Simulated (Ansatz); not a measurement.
Gas-phase reaction 2 R1 → P1, each structure at its B3LYP-D3(BJ)/def2-TZVP stationary point, reached from a drawn start (curvature not checked).
R1: Br2Zn (SMILES [Br][Zn][Br]), charge 0, multiplicity 1.
P1, Br4Zn2 (SMILES [Br][Zn]1<-[Br][Zn]([Br])<-[Br]1) (charge 0, multiplicity 1):
```xyz
6

Zn     1.6322     0.0049    -0.0043
Zn    -1.6322    -0.0047     0.0012
Br    -0.0054     1.8379    -0.0197
Br     0.0054    -1.8377     0.0093
Br     3.8990     0.0115     0.0001
Br    -3.8990    -0.0117     0.0134
```

P less R. No zero-point or thermal terms; no spin–orbit coupling. One arrangement of each flexible species, with no search for the lowest.

Frozen-core correlation throughout. In cc and def2 sets filled d and f shells under p-block atoms count as core.

The values were computed with Ansatz (a quantum-chemistry and plane-wave program). No computed number here is a measurement.

Total energies in hartree:

```tsv
structure	PBE/def2-TZVPP	B3LYP/def2-TZVPP	CCSD(T)/def2-TZVPP
R1	-6926.785300	-6927.933336	-6923.588992
P1	-13853.600279	-13855.891096	-13847.213031
```

### Question
Work out the reaction energy at each level in kJ/mol (1 hartree = 2625.49964 kJ/mol), and say how far PBE/def2-TZVPP lies from CCSD(T)/def2-TZVPP.

### Answer
- PBE/def2-TZVPP: (-13853.600279) − 2 × (-6926.785300) = -0.029679 hartree = -77.9 kJ/mol
- B3LYP/def2-TZVPP: (-13855.891096) − 2 × (-6927.933336) = -0.024424 hartree = -64.1 kJ/mol
- CCSD(T)/def2-TZVPP: (-13847.213031) − 2 × (-6923.588992) = -0.035047 hartree = -92.0 kJ/mol
PBE/def2-TZVPP less CCSD(T)/def2-TZVPP: 14.1 kJ/mol. CCSD(T)/def2-TZVPP is the level counted from, the highest shown, and no exact or measured value.
